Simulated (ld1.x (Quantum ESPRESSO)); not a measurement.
PBEsol PAW dataset for Tm (Z = 69), scalar-relativistic all-electron reference.

| Quantity | Value |
| --- | --- |
| Element | Tm |
| Generator | ld1.x (Quantum ESPRESSO) 7.5 |
| Type | PAW |
| Functional | PBEsol |
| Relativity | scalar-relativistic |
| Frozen core | [Kr] 4d10 4f12 |
| Valence charge | 11 |
| Reference configuration | 5s2 5p6 5d2 6s1 6p0 |
| Partial waves | 5s (bound): rcut 1.85, rcutus 1.95 bohr; 6s (bound): rcut 1.85, rcutus 1.95 bohr; 5p (bound): rcut 2.00, rcutus 3.76 bohr; 6p (bound, empty): rcut 2.00, rcutus 3.76 bohr; 5d (bound): rcut 2.25, rcutus 3.00 bohr; 5d channel at 1.75 Ry: rcut 2.25, rcutus 3.00 bohr |
| Local potential | all-electron potential smoothed inside 1.60 bohr (lloc = -2) |
| Core correction | Bessel-smoothed model core inside 1.10 bohr |
| Augmentation charge | PSQ, inside the norm-conserving radii |

Poles of the logarithmic derivatives, all-electron (AE) and pseudo (PS). s: poles at 0.3, 3.6 (AE) and 0.3, 3.6 (PS) Ry. p: poles at -2.1, 1.0, 4.6 (AE) and -2.1, 0.9, 3.9 (PS) Ry. d: poles at 0.1, 2.4 (AE) and 0.1, 2.4 (PS) Ry. Test radius 4.09 bohr.

* Cutoffs needed: 15 Ry and 25 Ry (the cutoffs (Ry, on a coarse ladder) from which the occupation-weighted sum of valence levels, in a spherical-Bessel basis at the reference potential, stays within 10 and 1 mRy of its value at 400 Ry)
* Ghost test: no extra level below or beside the all-electron valence levels (s, p, d, f tested) (spherical-Bessel basis up to 400 Ry, 20 bohr box)
* Configuration tests: test run stopped at test 5 of 7 (negative rho)
* Lowest eigenvalue of the overlap operator: 0.02 (s channel)
* Density cutoff estimated by the generator: 92 Ry
